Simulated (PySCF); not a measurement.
## Magnetisability: SMILES C/C=C(\CCl)CC=O, C₆H₉ClO

Molfile (atoms numbered from 1):
```
C6H9ClO
     RDKit          3D

 17 16  0  0  0  0  0  0  0  0999 V2000
    2.2445   -1.0120   -0.1385 C   0  0  0  0  0  0  0  0  0  0  0  0
    0.9110   -0.7802    0.4864 C   0  0  0  0  0  0  0  0  0  0  0  0
    0.0030    0.1369    0.1670 C   0  0  0  0  0  0  0  0  0  0  0  0
    0.1540    1.1404   -0.9269 C   0  0  0  0  0  0  0  0  0  0  0  0
    0.4819    2.7647   -0.2150 Cl  0  0  0  0  0  0  0  0  0  0  0  0
   -1.2958    0.2474    0.9205 C   0  0  0  0  0  0  0  0  0  0  0  0
   -2.4947   -0.1828    0.1186 C   0  0  0  0  0  0  0  0  0  0  0  0
   -2.4985   -0.5209   -1.0302 O   0  0  0  0  0  0  0  0  0  0  0  0
    2.5322   -0.2187   -0.8204 H   0  0  0  0  0  0  0  0  0  0  0  0
    2.2364   -1.9556   -0.6844 H   0  0  0  0  0  0  0  0  0  0  0  0
    3.0009   -1.0911    0.6410 H   0  0  0  0  0  0  0  0  0  0  0  0
    0.6792   -1.4659    1.2926 H   0  0  0  0  0  0  0  0  0  0  0  0
   -0.7681    1.2380   -1.4985 H   0  0  0  0  0  0  0  0  0  0  0  0
    0.9822    0.9237   -1.5961 H   0  0  0  0  0  0  0  0  0  0  0  0
   -1.2751   -0.3471    1.8365 H   0  0  0  0  0  0  0  0  0  0  0  0
   -1.4670    1.2893    1.2133 H   0  0  0  0  0  0  0  0  0  0  0  0
   -3.4333   -0.1542    0.7086 H   0  0  0  0  0  0  0  0  0  0  0  0
  1  2  1  0
  2  3  2  0
  3  4  1  0
  4  5  1  0
  3  6  1  0
  6  7  1  0
  7  8  2  0
  1  9  1  0
  1 10  1  0
  1 11  1  0
  2 12  1  0
  4 13  1  0
  4 14  1  0
  6 15  1  0
  6 16  1  0
  7 17  1  0
M  END
```

Method used: PySCF, GIAO B3LYP/pcSseg-1 magnetisability, rotational g tensor and spin-rotation constants, non-relativistic, gas phase. Geometry: GFN2-xTB.

**Question.** How diamagnetic is it, and how anisotropic?

**Answer.** Isotropic -1250 × 10⁻³⁰ J/T², or -75.3 × 10⁻⁶ cm³/mol; principal values -1413, -1263, -1074 × 10⁻³⁰ J/T², anisotropy 294 × 10⁻³⁰ J/T² (root of half the summed squared differences of the principal values). The susceptibility is in cgs units.

**Question.** Split it along the inertial axes a, b, c into diamagnetic and paramagnetic parts about the centre of mass, with the quadrupole moment.

**Answer.** 
```tsv
axis	χ (10⁻⁶ cm³/mol)	diamagnetic (10⁻⁶ cm³/mol)	paramagnetic (10⁻⁶ cm³/mol)	summed x² of all electrons (Å²)	quadrupole Θ (D Å)
a	-80.3	-826.3	746.0	188.3	-6.63
b	-78.9	-987.0	908.1	150.4	+4.71
c	-66.6	-1437.1	1370.5	44.3	+1.92
```
Anisotropies 2χaa − χbb − χcc = -15.1 and 2χbb − χaa − χcc = -10.8 × 10⁻⁶ cm³/mol. Θ is traceless in Buckingham's convention.

**Question.** And the rotational g tensor?

**Answer.** 
| axis | rotational constant (GHz) | g | nuclear part | electronic part |
| --- | --- | --- | --- | --- |
| a | 1.7002 | -0.0128 | 0.5831 | -0.5959 |
| b | 1.3112 | -0.0149 | 0.5445 | -0.5594 |
| c | 0.8734 | -0.0143 | 0.5481 | -0.5623 |

Asymmetric top; isotopes 12C, 35Cl, 1H, 16O; no vibrational averaging.
